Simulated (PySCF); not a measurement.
# P⁺: ionisation energy

P⁺ [Ne] 3s2 3p2 (3P) → P²⁺ [Ne] 3s2 3p1 (2P), as a difference of total energies. Calculation: PySCF 2.14, in dyall-acv3z (19s12p6d4f, 113 functions); the spin-free X2C one-electron Hamiltonian (Gaussian nucleus). Correlated levels: valence and next inner shell: 1s2 frozen; virtual orbitals above 40 to 60 times the deepest correlated orbital energy dropped. The calculations carry no spin-orbit coupling.

```tsv
method	ionisation energy (eV)
UHF	19.157
MP2 (valence and next inner shell)	19.647
SCS-MP2 (valence and next inner shell)	19.551
CCSD (valence and next inner shell)	19.678
CCSD(T) (valence and next inner shell)	19.711
```

A first-order spin-orbit estimate (lowest level to lowest level, LS coupling) adds -0.007 eV.

Errors of the correlated levels include the incompleteness of this basis and the frozen core.

Problem. Which method comes closest to the reference value, and which is furthest?

Solution. The reference is 19.769 eV (semi-empirical (NIST evaluation); NIST Atomic Spectra Database, ionization energies). Closest: CCSD(T) (valence and next inner shell) (error -0.064 eV); furthest: UHF (error -0.619 eV), both after the spin-orbit estimate.
